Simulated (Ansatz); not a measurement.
`[NH]=[W](=[NH])([OH])[F]` and `[CH3][W](=[NH])(=[NH])[OH]` differ in one atom or group.

Ansatz, PBE0-D4/def2-TZVP geometries, multiplicity 1. Each molecule was computed in one conformer, which needn't be the lowest.

Elements past krypton have def2 core potentials.

```tsv
property	`[NH]=[W](=[NH])([OH])[F]`
size of the dipole moment (PBE/def2-TZVPP) / D	2.42
HOMO–LUMO gap (PBE/def2-TZVPP) / eV	4.68
HOMO–LUMO gap (B3LYP/def2-TZVPP) / eV	6.38
size of the dipole moment (B3LYP/def2-TZVPP) / D	2.53
HOMO energy (PBE/def2-TZVPP) / eV	-6.55
LUMO energy (PBE/def2-TZVPP) / eV	-1.87
```

What does the change do to each property? (Best estimate.)

The calculation gave: 
| property | `[CH3][W](=[NH])(=[NH])[OH]` | shift |
| --- | --- | --- |
| size of the dipole moment (PBE/def2-TZVPP) / D | 1.26 | -1.16 |
| HOMO–LUMO gap (PBE/def2-TZVPP) / eV | 4.33 | -0.35 |
| HOMO–LUMO gap (B3LYP/def2-TZVPP) / eV | 6.04 | -0.34 |
| size of the dipole moment (B3LYP/def2-TZVPP) / D | 1.28 | -1.25 |
| HOMO energy (PBE/def2-TZVPP) / eV | -6.21 | 0.34 |
| LUMO energy (PBE/def2-TZVPP) / eV | -1.88 | -0.01 |

The zero-point energy changes by 87.5 kJ/mol with +9 modes. Dipoles are sizes alone; their direction can turn.

B3LYP here is the variant with VWN-RPA as its local correlation; programs differ in this.
